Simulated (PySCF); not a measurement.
Level of theory: B3LYP-D3(BJ)/def2-TZVP run with PySCF 2.14.0. All species are isolated molecules in the gas phase. B3LYP has the VWN-RPA correlation part, as in Gaussian. Excitations are Tamm–Dancoff values on a coarser integration grid. The basis has no diffuse functions, so Rydberg states are missing or too high.

Reference species (SMILES): `[Al]([NH2])([NH2])[NH2]` (neutral, multiplicity 1).

```
Quantity               Result
-------------------  --------
S1–T1 gap (TDA)       0.32 eV
HOMO                 -6.47 eV
LUMO                 -0.02 eV
S1 excitation (TDA)   5.41 eV
```

Changed species: `[SiH3][Al]([SiH3])[SiH3]` (3 of 3 NH2 replaced by SiH3; the reference has 0 of 3 NH2 replaced by SiH3).

Task: Predict the effect on the S1–T1 gap (TDA), HOMO, LUMO and S1 excitation (TDA).

Result: the S1–T1 gap (TDA) rises by 0.19 eV, to 0.51 eV; the HOMO falls by 0.65 eV, to -7.12 eV; the LUMO decreases by 2.76 eV, to -2.78 eV; the S1 excitation (TDA) decreases by 2.05 eV, to 3.36 eV.
